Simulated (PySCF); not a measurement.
Species: C6H5N3.
Atom-mapped SMILES: `[N:1]#[C:2][c:3]1[cH:4][cH:5][n:6][c:7]([NH2:8])[cH:9]1` (hydrogens: H10 on C4; H11 on C5; H12, H13 on N8; H14 on C9)

Geometry (GFN2-xTB, Å), atoms numbered from 1 in this order:
```
atom  x, y, z in Å
N1     3.2643   -1.8493   -0.3182
C2     2.3349   -1.1876   -0.2119
C3     1.1888   -0.3663   -0.0795
C4     1.3292    1.0111    0.1326
C5     0.1714    1.7551    0.2575
N6    -1.0458    1.2449    0.1887
C7    -1.1826   -0.0646   -0.0203
N8    -2.4542   -0.5271   -0.1409
C9    -0.0794   -0.9209   -0.1590
H10    2.3048    1.4640    0.1973
H11    0.2111    2.8230    0.4277
H12   -2.6339   -1.5129   -0.0774
H13   -3.1925    0.1085    0.1061
H14   -0.2169   -1.9783   -0.3249
```

Computed geometry: GFN2-xTB, gas phase.

Take the most abundant isotopes and a rigid rotor. 

Task: What are A, B and C (cm⁻¹)?

Result: Ia = 137.09, Ib = 414.01, Ic = 550.96 u·Å²; 505379 MHz·u·Å²/I gives 3687, 1221 and 917.3 MHz, that is A = 0.12297, B = 0.04072, C = 0.03060 cm⁻¹.

Task: Classify the top.

Result: An asymmetric top. Ray's parameter κ = (2B − A − C)/(A − C) = -0.781; −1 is the prolate and +1 the oblate limit.

Task: Is it planar, by Δ = Ic − Ia − Ib?

Result: Not planar: Δ = Ic − Ia − Ib = -0.14 u·Å². For a rigid frame Δ = −2 Σ m c², so Σ m c² = 0.07 u·Å² lies off the ab plane: 0.04 from hydrogen and 0.02 from heavier atoms. The atom farthest from that plane is 0.18 Å away.

Task: Give the other two planar moments, Paa and Pbb, and the rms extents of the mass along the axes.

Result: Paa = Σ m a² = (Ib + Ic − Ia)/2 = 413.94 and Pbb = Σ m b² = (Ia + Ic − Ib)/2 = 137.02 u·Å². With the mass M = 119.05 u, the rms extents √(P/M) along a, b and c are 1.86, 1.07, 0.02 Å.

GFN2-xTB frequencies: not computed here. No vibrational averaging or centrifugal distortion is included, and the geometry carries the error of its method.
